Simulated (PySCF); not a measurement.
Harmonic spectrum computed at PBE0 in the def2-TZVP basis family (core potentials from Rb on, PySCF, no spin–orbit coupling):

```tsv
ω (cm⁻¹)	IR (km/mol)
729	4.0
2158	151
2236	30.2
```

Q: Which molecule gave it? In each, all ligands are bound to the one heavy central atom.
A. MnH₂ (sextet)
B. NiH₂ (triplet)
C. IrH₂ (doublet)
D. EuH₂ (octet)
E. RhH₂ (doublet)

A: E. It has C2v symmetry with Rh–H 1.522 Å (×2).
